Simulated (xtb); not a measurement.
Input for xtb: GFN-FF on FH4NSe (a complex), monomers drawn apart or pushed together.

```
$ xtb mol.xyz --gfnff --sp --chrg 0 --uhf 0
7

N     -1.00135577     0.59995557     0.75958244
Se    -0.20056191    -0.94693467     0.04936699
H     -0.82625228     1.39768240     0.15966990
H     -2.00116174     0.46821383     0.85935833
H     -0.92866737    -0.99732372    -1.24002666
F      0.16001546     1.37181469     3.73561487
H     -0.23701020     1.22778384     2.87735271
```

It printed:

```
[...]
           -------------------------------------------------
          |                Calculation Setup                |
           -------------------------------------------------



molecular fragmentation (1/2 indicates fragments):
1111122
# atoms in fragment 1/2:     5     2
 fragment masses (1/2) :       95.99       20.01
CMA distance (Bohr)    :   7.788
constraining FC (au)   :  0.0500

          ==================== Thresholds ====================
          CN  :   150.00000
          rep :   500.00000
          disp:  2500.00000
          HB1 :   250.00000
          HB2 :   450.00000

          Pauling EN used:
          Z : 1  EN :  2.20
          Z : 7  EN :  3.04
          Z : 9  EN :  3.98
          Z :34  EN :  2.55
          electric field strengths (au): 0.000

           -------------------------------------------------
          |           Force Field Initialization            |
           -------------------------------------------------

          distances ...
          ----------------------------------------
          generating topology and atomic info file ...
          pair mat ...
          computing topology distances matrix with Floyd-Warshall algo ...
          making topology EEQ charges ...
          #fragments for EEQ constrain: 2
          ----------------------------------------
          generating topology and atomic info file ...
          pair mat ...
          computing topology distances matrix with Floyd-Warshall algo ...
          making topology EEQ charges ...
          rings ...
          # BATM   4
          # H in HB   4

  atom   neighbors  erfCN metchar sp-hybrid imet pi  qest     coordinates
    1  N       3    2.78   0.00         3    0    0  -0.266   -1.892288    1.133752    1.435403
    2  Se      2    1.91   0.00         3    0    0  -0.038   -0.379007   -1.789447    0.093290
    3  H       1    0.98   0.00         0    0    0   0.125   -1.561391    2.641237    0.301732
    4  H       1    0.98   0.00         0    0    0   0.125   -3.781648    0.884796    1.623952
    5  H       1    0.97   0.01         0    0    0   0.054   -1.754927   -1.884669   -2.343311
    6  F       1    0.98   0.00         0    0    0  -0.322    0.302385    2.592354    7.059289
    7  H       1    0.98   0.00         0    0    0   0.322   -0.447884    2.320175    5.437409

          #atoms :   7
          #bonds :   5
          #angl  :   4
          #tors  :   3
          #nmol  :   2
          #optfrag :   2
           -------------------------------------------------
          |                   G F N - F F                   |
          |          A general generic force-field          |
          |                  Version 1.0.3                  |
           -------------------------------------------------
          Number of HB bonds (bound hydrogen)     42
          Number of HB bonds (unbound hydrogen)   30
          Number of XB bonds                      20

 E+G (total)                   0 d,  0 h,  0 min,  0.000 sec
 distance/D3 list               ...        0 min,  0.000 sec (  0.699%)
 non bonded repulsion           ...        0 min,  0.000 sec ( 11.968%)
 dCN                            ...        0 min,  0.000 sec (  3.376%)
 EEQ energy and q               ...        0 min,  0.000 sec (  8.846%)
 D3                             ...        0 min,  0.000 sec ( 10.820%)
 EEQ gradient                   ...        0 min,  0.000 sec (  5.887%)
 bonds                          ...        0 min,  0.000 sec ( 22.198%)
 bend and torsion               ...        0 min,  0.000 sec (  7.779%)
 bonded ATM                     ...        0 min,  0.000 sec (  2.422%)
Note: The following floating-point exceptions are signalling: IEEE_UNDERFLOW_FLAG IEEE_DENORMAL
normal termination of xtb
 HB/XB (incl list setup)        ...        0 min,  0.000 sec ( 21.904%)

         :::::::::::::::::::::::::::::::::::::::::::::::::::::
         ::                     SUMMARY                     ::
         :::::::::::::::::::::::::::::::::::::::::::::::::::::
         :: total energy              -0.682914588398 Eh    ::
         :: gradient norm              0.019953091813 Eh/a0 ::
         ::.................................................::
         :: bond energy               -0.659562249522 Eh    ::
         :: angle energy               0.002502087357 Eh    ::
         :: torsion energy             0.000487346023 Eh    ::
         :: repulsion energy           0.037165190098 Eh    ::
         :: electrostat energy        -0.052780435182 Eh    ::
         :: dispersion energy         -0.001725204734 Eh    ::
         :: HB energy                 -0.008884570652 Eh    ::
         :: XB energy                 -0.000112064044 Eh    ::
         :: bonded atm energy         -0.000004687744 Eh    ::
         :: external energy            0.000000000000 Eh    ::
         :: add. restraining           0.000000000000 Eh    ::
         :: total charge              -0.000000000000 e     ::
         :::::::::::::::::::::::::::::::::::::::::::::::::::::

           -------------------------------------------------
          |                Property Printout                |
           -------------------------------------------------

molecular dipole:
                 x           y           z       tot (Debye)
 q only:       -0.565      -0.060      -1.029       2.986

           -------------------------------------------------
          | TOTAL ENERGY               -0.682914588398 Eh   |
          | GRADIENT NORM               0.019953091813 Eh/α |
           -------------------------------------------------
########################################################################
[WARNING] Runtime exception occurred
-1- gfnff_setup: Could not read topology file.
########################################################################

------------------------------------------------------------------------
------------------------------------------------------------------------
 total:
 SCF:
```

The run finished.

Cost: roughly 0.020 core-seconds.
